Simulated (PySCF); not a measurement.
# `CC(=C=CF)C=O`, C5H5FO

Molfile (atoms numbered from 1):
```
C5H5FO
     RDKit          3D

 12 11  0  0  0  0  0  0  0  0999 V2000
   -1.1835   -1.0933    0.6077 C   0  0  0  0  0  0  0  0  0  0  0  0
   -0.4826   -0.3656   -0.4974 C   0  0  0  0  0  0  0  0  0  0  0  0
    0.8145   -0.4028   -0.7354 C   0  0  0  0  0  0  0  0  0  0  0  0
    2.0856   -0.4455   -1.0440 C   0  0  0  0  0  0  0  0  0  0  0  0
    2.9942    0.3904   -0.5440 F   0  0  0  0  0  0  0  0  0  0  0  0
   -1.3255    0.4736   -1.3981 C   0  0  0  0  0  0  0  0  0  0  0  0
   -2.5185    0.5713   -1.2732 O   0  0  0  0  0  0  0  0  0  0  0  0
   -1.6334   -0.3683    1.3035 H   0  0  0  0  0  0  0  0  0  0  0  0
   -0.4990   -1.7475    1.1607 H   0  0  0  0  0  0  0  0  0  0  0  0
   -2.0140   -1.6857    0.1955 H   0  0  0  0  0  0  0  0  0  0  0  0
    2.5105   -1.1859   -1.7301 H   0  0  0  0  0  0  0  0  0  0  0  0
   -0.7646    1.0067   -2.2044 H   0  0  0  0  0  0  0  0  0  0  0  0
  1  2  1  0
  2  3  2  0
  3  4  2  0
  4  5  1  0
  2  6  1  0
  6  7  2  0
  1  8  1  0
  1  9  1  0
  1 10  1  0
  4 11  1  0
  6 12  1  0
M  END
```

Computed, not measured: PySCF, TDDFT CAM-B3LYP/def2-TZVPD circular dichroism and optical rotation, one conformer, gas phase. Geometry: PBE0-D3(BJ)/def2-SVP.

No stereocentre is labelled: unless the shape is locked (an allene, a helicene, a hindered biaryl), the mirror image is equally populated and a measured rotation or CD is zero.

(1) Give the optical rotatory dispersion at 633, 589.3, 546, 436, 405, 365 nm.

Answers

(1) [α] in deg dm⁻¹ (g/mL)⁻¹:
| λ (nm) | origin-invariant length gauge | modified velocity gauge | length gauge (centre of mass) | isotropic polarisability (au) |
| --- | --- | --- | --- | --- |
| 633 | +73.7 | +72.8 | +73.4 | 73.3 |
| 589.3 | +90.5 | +89.4 | +90.2 | 73.7 |
| 546 | +114.5 | +113.1 | +114.2 | 74.3 |
| 436 | +269.3 | +265.2 | +268.9 | 76.7 |
| 405 | +395.9 | +389.1 | +395.4 | 77.9 |
| 365 | +882.6 | +863.2 | +882.5 | 80.1 |

The shortest wavelength is close to the first absorption, where this undamped response comes out too large.

Problem. And for the mirror image at 589.3 nm?

Solution. -90.5 deg dm⁻¹ (g/mL)⁻¹ (origin-invariant length gauge): the same size and the opposite sign.

Problem. What is the molar rotation [Φ] = [α]·M/100 of the geometry above at 589.3 nm?

Solution. With M = 100.09 g/mol, +90.6 deg cm² dmol⁻¹ (origin-invariant length gauge).

The first excitation lies at 3.75 eV (331 nm) with R = +1.8 × 10⁻⁴⁰ esu² cm² (velocity form).
